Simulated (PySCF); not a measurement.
Gas-phase reaction: GeH3Cl + Cl ⇌ GeH2Cl2 + H, at 1200 K and a standard pressure of 1 bar. Level: ωB97M-V/def2-TZVP†.

Method: PySCF energies plus ideal-gas RRHO corrections (1 bar). † marks an energy on the PBE0/def2-TZVP geometry and frequencies. Open shells (unrestricted): Cl (multiplicity 2, electronic degeneracy 6), H (multiplicity 2); the rest are closed-shell singlets. Spin-orbit splitting is ignored; it lowers the true energy and changes the entropy of Cl. Ge: all electrons, no relativistic terms. The harmonic model lacks anharmonicity and excited electronic states, which grow with temperature; levels with a mode under 35 cm⁻¹ are left out.

```
species       E (Ha)  H(1200 K) − E (kJ/mol)  S°(1200 K) (J/mol/K)
-------  -----------  ----------------------  --------------------
GeH3Cl   -2538.89855                   148.8                 369.4
Cl        -460.12517                    24.9                 197.2
GeH2Cl2  -2998.54800                   143.0                 418.7
H           -0.49412                    24.9                 143.7
```
E: electronic energy; H − E holds the zero-point and thermal terms. 1 Ha = 2625.5 kJ/mol.

**Question.** Work out ΔH°, ΔS°, ΔG° and log10 K from these numbers.

**Answer.** 1. ΔE = 1×(-2998.54800) + 1×(-0.49412) − 1×(-2538.89855) − 1×(-460.12517) = -0.01840 Ha = -48.3 kJ.
2. Δ(H − E) = 1×(143.0) + 1×(24.9) − 1×(148.8) − 1×(24.9) = -5.8 kJ, so ΔH° = -54.1 kJ.
3. ΔS° = 1×(418.7) + 1×(143.7) − 1×(369.4) − 1×(197.2) = -4.2 J/K; the number of gas molecules stays the same.
4. ΔG° = ΔH° − TΔS° = -54.1 − 1200×(-4.2)/1000 = -49.1 kJ.
5. log10 K = −ΔG°/(RT ln 10) = 2.14, with RT ln 10 = 22.97 kJ/mol; at standard pressures the products are favoured.
6. A shift of 10 kJ in ΔE would move log10 K by 0.44 here.
For scale, ΔH°(298 K) is -61 kJ at this level, -59 kJ at ωB97X-V/def2-TZVP†, and runs from -90 to -16 kJ over the 20 levels computed.
